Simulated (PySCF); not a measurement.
r2SCAN on Sb⁻ (antimony, charge -1), [Kr] 4d10 5s2 5p4, high-spin 3P determinant. All numbers are calculated (PySCF 2.14, scalar relativity through the core potential, in aug-cc-pVTZ-PP with ECP28MDF).

```
cycle= 1 E= -240.342337892589  delta_E= -0.00853  |g|= 0.0203  |ddm|= 0.477
cycle= 2 E= -240.342597312932  delta_E= -0.000259  |g|= 0.0179  |ddm|= 0.135
cycle= 3 E= -240.342944391051  delta_E= -0.000347  |g|= 0.00695  |ddm|= 0.0626
cycle= 4 E= -240.342968788959  delta_E= -2.44e-05  |g|= 0.00116  |ddm|= 0.0132
cycle= 5 E= -240.342975080322  delta_E= -6.29e-06  |g|= 0.000247  |ddm|= 0.0115
cycle= 6 E= -240.342975533269  delta_E= -4.53e-07  |g|= 7.25e-05  |ddm|= 0.00353
cycle= 7 E= -240.342975560384  delta_E= -2.71e-08  |g|= 6.18e-06  |ddm|= 0.00102
cycle= 8 E= -240.342975560571  delta_E= -1.86e-10  |g|= 8.28e-07  |ddm|= 0.000103
converged SCF energy = -240.342975560571  <S^2> = 2.0128134  2S+1 = 3.0085302
```

Highest occupied orbital energy: 1.330 eV; ⟨L²⟩ = 2.04; populations by l: s 4.00, p 10.00, d 10.00, f 0.00.

Q: Can this result be used?

A: With care. The calculation finished and met its thresholds. Energies and moments cover only the electrons outside the core potential. At r2SCAN the highest occupied level has a positive energy, so only the finite basis holds that electron; in a semilocal or global hybrid functional this comes from self-interaction and does not mean that the real anion is unbound.
